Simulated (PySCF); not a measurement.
CdTe, SMILES [Cd]=[Te].

Coordinates come from a PBE0-D3(BJ)/def2-TZVP optimisation. The def2 effective core potentials stand for the cores of Cd, Te; spin–orbit coupling is left out.

Computed with PySCF with M06-2X/def2-TZVPD.

| Quantity | Value |
|---|---|
| total energy | -435.63185 hartree |
| point group | C∞v |
| highest occupied level | -6.80 eV |
| lowest empty level | -3.45 eV |
| orbital gap | 3.35 eV |
| dipole moment | 5.37 D |
| quadrupole, principal values (traceless, Buckingham form, about the centre of nuclear charge) | -6.08, -6.08, 12.16 D·Å |
| mean static polarisability | 94.7 bohr³ (14.03 Å³) |
| polarisability, principal values | 75.8, 75.8, 132.4 bohr³ |
